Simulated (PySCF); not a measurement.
Input file for PySCF: R-B3LYP/6-31G* on BrH2NSi (SMILES N[Si]Br), a point of a torsion scan.

```python
from pyscf import gto, scf, dft, mp
from pyscf.data.elements import chemcore

mol = gto.M(
    atom='''
    N    -0.77787678   -0.08149684   -0.13594944
    Si    0.75060120   -0.71367478   -0.59685963
    Br    1.46114145   -1.60778056    1.41207318
    H    -0.98019547    0.89997254   -0.23236902
    H    -1.26322785   -0.44327173    0.67772032
    ''',
    basis='6-31g*',
    cart=True,
    charge=0, spin=0, verbose=3, max_memory=1800)
mf = dft.RKS(mol, xc='b3lyp')
mf.conv_tol = 1e-8
mf.max_cycle = 100
mf.kernel()
if not mf.converged:
    mf = mf.newton().run(mf.mo_coeff, mf.mo_occ)
```

Program output:

```
converged SCF energy = -2919.36872815179
```

Self-consistency was reached.

Cost: very roughly 11 core-seconds.
